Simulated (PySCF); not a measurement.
Worked example: dipole moment from atomic charges

C2H4BrFSi, SMILES F[SiH](Br)C=C. Atoms are numbered in the order given.

```xyz
9

Si    -0.3607     0.2808     0.7425
F      0.8320     1.2132     1.3360
Br     0.5492    -1.3157    -0.5230
C     -1.4544     1.3594    -0.2888
C     -1.2257     2.6739    -0.4175
H     -1.0272    -0.3846     1.8844
H     -2.3044     0.9062    -0.8144
H     -0.3830     3.1601     0.0851
H     -1.8657     3.3171    -1.0313
```
Charge 0, spin multiplicity 1.

Geometry optimised at B3LYP-D3(BJ)/def2-SVP. This is a generated structure with no PubChem entry under its InChIKey; it may be hypothetical. Other conformers were not sampled.

Charges (e) from ωB97X/def2-TZVP (PySCF):

```csv
atom,Mulliken,ESP fit
Si1,0.634,0.299
F2,-0.317,-0.192
Br3,-0.201,-0.121
C4,-0.282,-0.197
C5,-0.246,-0.303
H6,-0.026,0.003
H7,0.144,0.156
H8,0.154,0.190
H9,0.141,0.165
```

The dipole moment of the full density is 2.22 D.

**Question.** What dipole moment does each set of point charges give, and which comes closer to that of the density?

**Answer.** 
μ = Σ q r, and 1 e Å = 4.8032 D.
Mulliken: Σ q r = (-0.518, 0.112, 0.038) e Å, |μ| = 2.55 D.
ESP fit: Σ q r = (-0.419, 0.220, -0.063) e Å, |μ| = 2.30 D.
ESP fit comes closer in size. Point charges leave out the atoms' own dipoles (lone pairs, polarised bonds); fits to the potential absorb them, partitions of the density don't.
